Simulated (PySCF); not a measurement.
PySCF input file for C3H4F2Si, SMILES FC(F)C#C[SiH3], PBE0-D3(BJ)/def2-SVP. Geometry: PBE0-D3(BJ)/def2-SVP. The structure was generated by enumeration, and PubChem lists no compound with its InChIKey, so it may never have been made.

```python
import numpy as np
from pyscf import gto, scf, dft, df
from pyscf.hessian import thermo

mol = gto.M(
    atom='''
    F     2.33859786    0.79904669   -0.48432042
    C     1.66596754   -0.36659463   -0.40237341
    F     2.18968594   -1.08229157    0.61318680
    C     0.23807263   -0.12110139   -0.17529499
    C    -0.95607140    0.05791333   -0.03049101
    Si   -2.75556076    0.34295669    0.21401958
    H     1.82755507   -0.92694462   -1.34099883
    H    -3.50141354   -0.24235128   -0.93618548
    H    -3.00832171    1.80958464    0.28837505
    H    -3.18233576   -0.31378223    1.48169441
    ''',
    basis='def2-SVP',
    charge=0,
    spin=0,
    max_memory=1600,
    verbose=3,
)
mf = dft.RKS(mol, xc='pbe0').density_fit(auxbasis='def2-universal-jkfit')
mf.disp = 'd3bj'
mf.grids.level = 3
mf.conv_tol = 1e-11
mf.max_cycle = 100
mf.kernel()

# [left out here: the lines that compute and print the analytic Hessian (its translational invariance restored by hand, since the grid's response is missing), thermochemistry and intensities]
```

Output:

```
converged SCF energy = -605.047242717147

WARN: DFTD3 does not support analytical Hessian, using finite difference


WARN: Mole.unit (angstrom) is changed to Bohr

Mode                                 0                   1                   2
Irrep
Freq [cm^-1]                      -16.0107             91.1424            109.5370
Reduced mass [au]                   1.1129              7.2741              5.3367
Force const [Dyne/A]               -0.0002              0.0356              0.0377
Char temp [K]                     -23.0358            131.1336            157.5994
Normal mode                   x     y     z       x     y     z       x     y     z
       0   F                 0.00  0.02  0.05    0.10 -0.04 -0.01    0.04 -0.03 -0.05
       1   C                 0.00  0.01 -0.01    0.00  0.02 -0.01   -0.02  0.01  0.01
       2   F                -0.01 -0.03 -0.04   -0.10  0.00  0.03    0.04 -0.03 -0.05
       3   C                 0.00  0.01 -0.00    0.01  0.11 -0.06    0.01  0.08  0.13
       4   C                 0.00  0.00 -0.00    0.01  0.10 -0.06    0.01  0.08  0.14
       5  Si                -0.00 -0.00  0.00   -0.00 -0.06  0.03   -0.04 -0.02 -0.05
       6   H                 0.00  0.06 -0.03   -0.00 -0.02  0.01   -0.15  0.01 -0.01
       7   H                -0.04 -0.47  0.27   -0.01 -0.11  0.06    0.14 -0.09 -0.13
       8   H                -0.07  0.01 -0.54   -0.14 -0.08  0.08   -0.14 -0.04 -0.09
       9   H                 0.11  0.46  0.27    0.13 -0.12  0.04   -0.14 -0.04 -0.09
Mode                                 3                   4                   5
Irrep
Freq [cm^-1]                      261.1455            287.8249            399.4758
Reduced mass [au]                   5.2423              5.7234              7.7892
Force const [Dyne/A]                0.2106              0.2794              0.7324
Char temp [K]                     375.7303            414.1160            574.7568
Normal mode                   x     y     z       x     y     z       x     y     z
       0   F                 0.08  0.01 -0.01   -0.08  0.02  0.00   -0.07  0.03 -0.04
       1   C                 0.00  0.05 -0.03    0.00 -0.03 -0.05   -0.05  0.02  0.03
       2   F                -0.08  0.02 -0.01   -0.08  0.00  0.02   -0.07 -0.04 -0.00
       3   C                 0.00  0.04 -0.02    0.01 -0.05 -0.09    0.02  0.07  0.13
       4   C                -0.01 -0.18  0.11    0.07  0.08  0.14    0.00 -0.04 -0.06
       5  Si                 0.00  0.01 -0.00    0.06 -0.01 -0.01    0.10 -0.02 -0.02
       6   H                 0.00  0.05 -0.03    0.12 -0.02 -0.03   -0.14  0.02  0.02
       7   H                 0.01  0.08 -0.05    0.26 -0.08 -0.10   -0.00  0.02  0.03
       8   H                 0.22  0.05 -0.07   -0.06 -0.03 -0.06    0.16 -0.01  0.01
       9   H                -0.21  0.11 -0.02   -0.06 -0.03 -0.06    0.16 -0.01  0.01
Mode                                 6                   7                   8
Irrep
Freq [cm^-1]                      566.7239            571.6530            679.1744
Reduced mass [au]                  10.3172              7.8994              1.3092
Force const [Dyne/A]                1.9523              1.5209              0.3558
Char temp [K]                     815.3895            822.4813            977.1807
Normal mode                   x     y     z       x     y     z       x     y     z
       0   F                -0.01  0.10 -0.08    0.08  0.03 -0.02    0.00  0.00 -0.00
       1   C                 0.09  0.01  0.04    0.00  0.05 -0.03   -0.01  0.01  0.01
       2   F                -0.02 -0.12  0.05   -0.07  0.03 -0.02    0.00 -0.01  0.00
       3   C                 0.06 -0.01 -0.01   -0.02 -0.20  0.11   -0.01  0.01  0.01
       4   C                 0.04 -0.01 -0.01    0.00  0.03 -0.02   -0.03 -0.06 -0.09
       5  Si                -0.06  0.01  0.01    0.00  0.01 -0.01    0.02  0.03  0.05
       6   H                 0.16  0.02  0.05    0.01  0.10 -0.06   -0.02  0.01  0.01
       7   H                -0.06  0.01  0.01   -0.01 -0.04  0.02    0.60 -0.19 -0.23
       8   H                -0.06  0.01  0.01   -0.13 -0.02  0.04   -0.39 -0.03 -0.14
       9   H                -0.06  0.01  0.01    0.13 -0.06  0.00   -0.32 -0.09 -0.13
Mode                                 9                  10                  11
Irrep
Freq [cm^-1]                      680.0946            739.1556            921.3592
Reduced mass [au]                   1.3565              8.9517              1.1101
Force const [Dyne/A]                0.3697              2.8816              0.5552
Char temp [K]                     978.5047           1063.4803           1325.6307
Normal mode                   x     y     z       x     y     z       x     y     z
       0   F                 0.01  0.00 -0.00    0.05  0.03 -0.04   -0.00 -0.00 -0.00
       1   C                -0.00  0.00 -0.00   -0.06  0.07  0.11    0.01  0.00  0.01
       2   F                -0.01  0.00 -0.00    0.04 -0.06  0.01    0.00  0.00 -0.00
       3   C                -0.00 -0.04  0.02   -0.13 -0.04 -0.09   -0.01 -0.00 -0.00
       4   C                 0.01  0.10 -0.06   -0.09  0.03  0.04   -0.01  0.00  0.00
       5  Si                -0.00 -0.05  0.03    0.05 -0.01 -0.01    0.06 -0.01 -0.01
       6   H                 0.00  0.01 -0.01   -0.10  0.07  0.10   -0.01  0.00  0.00
       7   H                 0.06  0.19 -0.13    0.04 -0.01 -0.01   -0.45  0.16  0.22
       8   H                 0.52  0.06 -0.19    0.09 -0.00  0.00   -0.53 -0.11  0.11
       9   H                -0.54  0.25 -0.00    0.08 -0.01  0.00   -0.51  0.22 -0.07
Mode                                12                  13                  14
Irrep
Freq [cm^-1]                      937.1664            938.7375           1027.6129
Reduced mass [au]                   1.0363              1.0361              5.7113
Force const [Dyne/A]                0.5363              0.5379              3.5534
Char temp [K]                    1348.3739           1350.6342           1478.5061
Normal mode                   x     y     z       x     y     z       x     y     z
       0   F                -0.00 -0.00  0.00   -0.00 -0.00  0.00    0.02  0.04  0.01
       1   C                -0.00  0.00  0.00    0.00  0.00 -0.00    0.08 -0.09 -0.14
       2   F                -0.00  0.00 -0.00    0.00 -0.00  0.00    0.01 -0.02  0.04
       3   C                 0.00  0.00  0.00    0.00  0.00 -0.00   -0.09  0.05  0.07
       4   C                -0.00 -0.00 -0.01   -0.00 -0.01  0.00   -0.13  0.02  0.01
       5  Si                -0.01 -0.01 -0.03   -0.00 -0.03  0.02    0.03 -0.00 -0.00
       6   H                 0.00  0.00  0.00   -0.00 -0.00  0.00    0.29 -0.08 -0.10
       7   H                 0.28 -0.10 -0.15    0.05  0.65 -0.36    0.02 -0.00 -0.00
       8   H                -0.03 -0.04  0.65   -0.30 -0.05 -0.34    0.03 -0.00 -0.00
       9   H                 0.03  0.58  0.30    0.31  0.22  0.23    0.03 -0.01 -0.00
Mode                                15                  16                  17
Irrep
Freq [cm^-1]                     1162.4819           1175.2883           1382.4599
Reduced mass [au]                   6.2087              3.9108              1.1967
Force const [Dyne/A]                4.9434              3.1828              1.3475
Char temp [K]                    1672.5526           1690.9781           1989.0520
Normal mode                   x     y     z       x     y     z       x     y     z
       0   F                -0.04 -0.08 -0.00   -0.04 -0.07 -0.01    0.00 -0.00 -0.02
       1   C                 0.01  0.19 -0.11    0.15  0.05  0.11   -0.01 -0.10  0.06
       2   F                 0.03 -0.04  0.08   -0.04  0.03 -0.07   -0.00  0.02  0.01
       3   C                -0.00 -0.01  0.01   -0.03  0.01  0.01    0.00  0.02 -0.01
       4   C                 0.00  0.00 -0.00   -0.05  0.01  0.01   -0.00 -0.00  0.00
       5  Si                 0.00  0.00 -0.00    0.01 -0.00 -0.00   -0.00 -0.00  0.00
       6   H                 0.02  0.27 -0.16    0.41  0.06  0.15    0.06  0.78 -0.46
       7   H                -0.00 -0.00  0.00    0.02 -0.01 -0.01    0.00  0.00 -0.00
       8   H                -0.00  0.00  0.00    0.03  0.00 -0.01    0.00 -0.00 -0.00
       9   H                 0.00 -0.00 -0.00    0.02 -0.01  0.00   -0.00  0.00  0.00
Mode                                18                  19                  20
Irrep
Freq [cm^-1]                     1393.9016           2251.9095           2256.9742
Reduced mass [au]                   1.5153              1.0215              1.0497
Force const [Dyne/A]                1.7347              3.0522              3.1503
Char temp [K]                    2005.5141           3239.9964           3247.2833
Normal mode                   x     y     z       x     y     z       x     y     z
       0   F                 0.02 -0.00 -0.01   -0.00 -0.00  0.00    0.00  0.00  0.00
       1   C                -0.16  0.01 -0.00    0.00 -0.00 -0.00   -0.00  0.00 -0.00
       2   F                 0.02 -0.01 -0.01   -0.00  0.00 -0.00    0.00 -0.00  0.00
       3   C                 0.01  0.01  0.02   -0.01  0.00  0.00    0.00 -0.00 -0.00
       4   C                 0.03 -0.01 -0.01    0.01 -0.00 -0.00   -0.00 -0.00 -0.00
       5  Si                -0.00  0.00 -0.00   -0.02 -0.00 -0.01   -0.00 -0.02 -0.03
       6   H                 0.78  0.03  0.16   -0.00 -0.00 -0.00    0.00  0.00  0.00
       7   H                -0.02  0.01  0.01    0.37  0.30  0.58    0.32  0.24  0.48
       8   H                -0.02 -0.01  0.00    0.07 -0.45 -0.03   -0.09  0.52  0.01
       9   H                -0.02  0.01 -0.00    0.12  0.20 -0.39   -0.16 -0.25  0.45
Mode                                21                  22                  23
Irrep
Freq [cm^-1]                     2258.9685           2330.1400           3084.1208
Reduced mass [au]                   1.0519             11.7697              1.0866
Force const [Dyne/A]                3.1626             37.6513              6.0895
Char temp [K]                    3250.1528           3352.5526           4437.3632
Normal mode                   x     y     z       x     y     z       x     y     z
       0   F                 0.00  0.00 -0.00    0.00  0.00 -0.00   -0.00 -0.00  0.00
       1   C                -0.00 -0.00  0.00    0.03 -0.01 -0.01    0.01 -0.04 -0.07
       2   F                -0.00  0.00 -0.00    0.00 -0.00  0.00   -0.00  0.00 -0.00
       3   C                 0.00 -0.00  0.00   -0.21  0.03  0.03    0.00  0.00  0.00
       4   C                -0.00 -0.00  0.00    0.19 -0.03 -0.02   -0.00  0.00  0.00
       5  Si                -0.00 -0.03  0.02   -0.01  0.00  0.00   -0.00 -0.00 -0.00
       6   H                -0.00 -0.00  0.00    0.00 -0.01 -0.01   -0.15  0.48  0.81
       7   H                 0.00 -0.01  0.01   -0.02 -0.01 -0.02   -0.00  0.00  0.00
       8   H                -0.12  0.68  0.04   -0.01  0.02  0.00    0.00 -0.00  0.00
       9   H                 0.20  0.29 -0.59   -0.01 -0.01  0.02    0.00  0.00 -0.00
temperature 298.1500 [K]
pressure 101325.00 [Pa]
Rotational constants [GHz] 8.81530 1.00537 0.93259
Symmetry number 1
Zero-point energy (ZPE) 0.05811 [Eh]   152566.026 [J/mol]
                           tot       elec      trans        rot        vib
Entropy [J/mol/K]       340.958      0.000    166.924    117.382     56.652
Cv [J/mol/K]             91.499      0.000     12.472     12.472     66.555
Cp [J/mol/K]             99.813      0.000     20.786     12.472     66.555
Internal energy [J/mol]                      3718.434   3718.434 162046.752
Internal energy [Eh]   -604.98269  -605.04724
Enthalpy [J/mol]                             6197.391   3718.434 162046.752
Enthalpy [Eh]          -604.98175
Gibbs free energy [J/mol]                  -43571.015 -31278.976 145155.924
Gibbs free energy [Eh] -605.02046
mode   freq/cm-1   IR/(km/mol)
   1      -16.01         0.153
   2       91.14         0.373
   3      109.54         1.665
   4      261.15         1.279
   5      287.82         6.837
   6      399.48         9.377
   7      566.72         1.892
   8      571.65         3.670
   9      679.17        54.015
  10      680.09        46.560
  11      739.16         4.626
  12      921.36       344.119
  13      937.17        45.403
  14      938.74        43.867
  15     1027.61        83.061
  16     1162.48       217.272
  17     1175.29       213.169
  18     1382.46        24.364
  19     1393.90       194.583
  20     2251.91        61.252
  21     2256.97        82.580
  22     2258.97        82.176
  23     2330.14         1.256
  24     3084.12        28.085
max |gradient| / (hartree/bohr): 0.00012496164389715747
APT charges: [-0.5672  1.4557 -0.5672 -0.2923 -0.4732  1.2521 -0.0615 -0.2515 -0.2474
 -0.2474]
```

The run converged. The end point has an imaginary mode, so it is no minimum.

Cost: roughly 3 core-minutes.
